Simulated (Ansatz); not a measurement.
A CCSD(T) single point on `B[SiH2]CS[SiH3]`.

```yaml
crystal:
  periodic: [false, false, false]
  atoms:
    - {symbol: B, position_ang: [-1.516896, 2.196961, 1.297064]}
    - {symbol: Si, position_ang: [-1.207212, 0.545416, 0.192799]}
    - {symbol: C, position_ang: [0.085390, -0.638451, 0.891332]}
    - {symbol: S, position_ang: [0.329877, -2.119862, -0.151224]}
    - {symbol: Si, position_ang: [1.742318, -1.386907, -1.559922]}
    - {symbol: H, position_ang: [-2.407926, 2.940954, 1.006764]}
    - {symbol: H, position_ang: [-0.836525, 2.501738, 2.233072]}
    - {symbol: H, position_ang: [-2.481969, -0.205077, 0.014166]}
    - {symbol: H, position_ang: [-0.762437, 1.006629, -1.155987]}
    - {symbol: H, position_ang: [1.042709, -0.140256, 1.064995]}
    - {symbol: H, position_ang: [-0.246762, -1.016346, 1.861622]}
    - {symbol: H, position_ang: [1.191548, -0.319310, -2.434835]}
    - {symbol: H, position_ang: [2.927996, -0.833859, -0.850236]}
    - {symbol: H, position_ang: [2.127086, -2.560731, -2.380911]}
basis:
  gaussian: {orbitals: def2-TZVPP}
correlation: {method: ccsd_t}
output: {orbitals: {seedname: orbitals}}
```

```sh
$ ansatz run in.yaml --threads 4 --pin off --events-out ev --progress --plain --max-ram 10444MiB
```

Output of Ansatz, abridged:

```
Functional definition: HF
1785 factors; integrals over basis functions are off by at most 1.0e-3 eV
mean field evaluation 1: about -28384.5611 eV, gradient 2.5e1 eV
mean field evaluation 2: about -28384.8869 eV, gradient 2.5e1 eV
mean field evaluation 4: about -28387.5771 eV, gradient 4.4e0 eV
mean field evaluation 8: about -28387.6406 eV, gradient 2.1e-1 eV
mean field -28387.64087911 eV, -1043.2265604733 hartree, gradient 3.2e-6 eV, S^2 0.000000; 0 other end points of the search recorded, 0 dependent functions left out
17 core orbitals not correlated: weight in the atoms' cores, before any rotation towards them, 1.000 or more for the frozen orbitals, at most 0.000 for the correlated occupied ones
reference -28387.64087911 eV, -1043.2265604733 hartree; 15, 15 occupied and 282, 282 virtual orbitals, 1785 factors
second order -19.11985605 eV of doubles, -0.00000000 eV of singles
cycle   1  -20.59416084 eV  change    -1.5e0 eV  update   1.1e-1
cycle   2  -21.25468757 eV  change   -6.6e-1 eV  update   3.3e-2
cycle   3  -21.33459775 eV  change   -8.0e-2 eV  update   1.3e-2
cycle   4  -21.32723502 eV  change    7.4e-3 eV  update   3.9e-3
cycle   5  -21.32611043 eV  change    1.1e-3 eV  update   1.5e-3
cycle   6  -21.32582636 eV  change    2.8e-4 eV  update   5.6e-4
cycle   7  -21.32576188 eV  change    6.4e-5 eV  update   2.4e-4
cycle   8  -21.32582245 eV  change   -6.1e-5 eV  update   9.8e-5
cycle   9  -21.32585428 eV  change   -3.2e-5 eV  update   3.9e-5
cycle  10  -21.32584134 eV  change    1.3e-5 eV  update   1.6e-5
perturbative correction -0.85749589 eV, -0.0315123928 hartree
Total energy: -28409.82421635 eV, -1044.0417830803 hartree
```

Run time 13 min (4 threads of an Arm Neoverse V2 on a shared host); peak host memory 4 GiB.

MP2 recovers 86.2 % of the CCSD(T) correlation energy and the triples give 3.9 %; T1 = 0.0118.
